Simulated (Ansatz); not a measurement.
Program: Ansatz. Geometries: PBE0-D4/def2-TZVP. ΔE: electronic, gas phase. CCSD(T)/CBS adds triple-zeta CCSD(T) − MP2 to the extrapolated MP2 energy (def2 sets, frozen cores). Functionals use def2-TZVPP. For Zn outer-core shells are correlated without core-valence functions, which leaves a few kJ/mol of doubt a bond. Scalar relativity is left out up to krypton. One conformer a species, not always the lowest.

`FC(F)(F)C1=CC(C(F)(F)F)=[O+][Zn-]([Cl])[O]1` + `CCB(F)Cl` → `C[CH2][Zn][Cl]` + `F[B-]1(Cl)OC(C(F)(F)F)=CC(C(F)(F)F)=[O+]1`  (redistribution)

`FC(F)(F)C1=CC(C(F)(F)F)=[O+][Zn-]([Cl])[O]1`:

```xyz
16

F    -2.059   -2.702    0.587
C    -1.073   -2.075    1.221
F    -1.595   -1.414    2.252
F    -0.230   -2.988    1.697
C    -0.333   -1.146    0.243
C    -0.280    0.216    0.522
C     0.371    1.116   -0.315
C     0.384    2.607    0.065
F     1.639    3.022    0.210
F    -0.267    2.846    1.201
F    -0.188    3.322   -0.899
O     0.978    0.877   -1.388
Zn    1.159   -0.895   -2.165
Cl    2.093   -1.615   -3.907
O     0.160   -1.756   -0.738
H    -0.758    0.585    1.414
```

`CCB(F)Cl`:

```xyz
10

C     0.867   -0.646    0.646
C    -0.168   -0.324   -0.424
B    -0.832    1.080   -0.316
F    -0.514    1.932    0.640
Cl   -2.052    1.616   -1.468
H     1.692    0.068    0.630
H     0.429   -0.610    1.646
H     1.287   -1.644    0.504
H     0.266   -0.403   -1.429
H    -0.975   -1.068   -0.430
```

`C[CH2][Zn][Cl]`:

```xyz
9

C    -1.090   -0.047   -0.459
C     0.095    0.598    0.254
Zn    1.648   -0.544    0.472
Cl    3.337   -1.790    0.709
H    -1.928    0.652   -0.546
H    -1.461   -0.926    0.074
H    -0.834   -0.369   -1.472
H     0.428    1.491   -0.284
H    -0.195    0.937    1.253
```

`F[B-]1(Cl)OC(C(F)(F)F)=CC(C(F)(F)F)=[O+]1`:

Cartesian coordinates in Å:
```
F -2.296 1.155 -1.850
B -1.041 0.760 -1.613
Cl 0.116 0.888 -3.006
O -1.063 -0.690 -1.153
C -0.268 -1.110 -0.262
C -0.292 -2.628 -0.078
F 0.562 -3.004 0.870
F -1.511 -3.020 0.271
F 0.044 -3.225 -1.212
C 0.525 -0.295 0.525
C 0.290 1.062 0.401
C 0.917 2.076 1.359
F -0.037 2.710 2.030
F 1.719 1.472 2.231
F 1.625 2.964 0.676
O -0.479 1.579 -0.461
H 1.188 -0.694 1.274
```

CCSD(T)/CBS gives +29.7 kJ/mol.

Question: Another level gave +18.7 kJ/mol. Which?
A. revPBE-D4/def2-TZVPP
B. CCSD/def2-TZVPP
C. MP2/def2-TZVPP
D. r2SCANh-D4/def2-TZVPP

Answer: D. r2SCANh-D4 18.7, MP2/def2-TZVPP 12.4, CCSD/def2-TZVPP 29.0, revPBE-D4 4.7 kJ/mol.

Largest T1 diagnostic among the species: 0.015.

The D4 term adds −3.4 kJ/mol with B3LYP and −2.1 kJ/mol with PBE0; it sums over pairs of atoms, weighted by their polarisabilities, and B3LYP, whose exchange is more repulsive, gets the larger term. From BLYP to BHLYP (50 % exact exchange), in def2-TZVPP and without D4, ΔE moves by +19.5 kJ/mol. At CCSD(T), def2-SVP lies +22.3 kJ/mol from the extrapolated value and def2-TZVPP −6.9 kJ/mol.

B3LYP here is the variant with VWN-RPA as its local correlation; programs differ in this.
